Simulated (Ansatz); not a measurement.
Consider the formal hydrolysis of a Zr–N bond: `[NH2][Zr]([NH2])([F])[F]` + H₂O → `[NH2][Zr]([OH])([F])[F]` + NH₃.

Computed with Ansatz on PBE0-D4/def2-TZVP structures; ΔE is electronic, products minus reactants. CCSD(T)/CBS adds triple-zeta CCSD(T) − MP2 to the extrapolated MP2 energy (def2 sets, frozen cores). This one scheme is used for every species. Functionals use def2-TZVPP. def2 core potentials past Kr. For Zr outer-core shells are correlated without core-valence functions, which leaves a few kJ/mol of doubt a bond. One conformer a species, not always the lowest.

```tsv
level	ΔE (kJ/mol)
r2SCAN0-D4	-71.7
BHLYP-D4	-73.6
```

**Question.** What does CCSD(T)/CBS give? (An estimate is asked.)

**Answer.** The calculation gave: -68.9 kJ/mol. The listed levels differ from it by -2.8, -4.7 kJ/mol.

Largest T1 diagnostic among the species: 0.017.

Leaving LDA and LC-ωPBE aside and taking each functional with its dispersion term where it has one, the values, not all of them listed here, spread over 9.5 kJ/mol, from CAM-B3LYP-D4 to revPBE-D4. In def2-TZVPP, CCSD(T) changes the Hartree–Fock value by +8.7 kJ/mol (the triples alone add +1.0 kJ/mol) and MP2 by +7.9 kJ/mol.
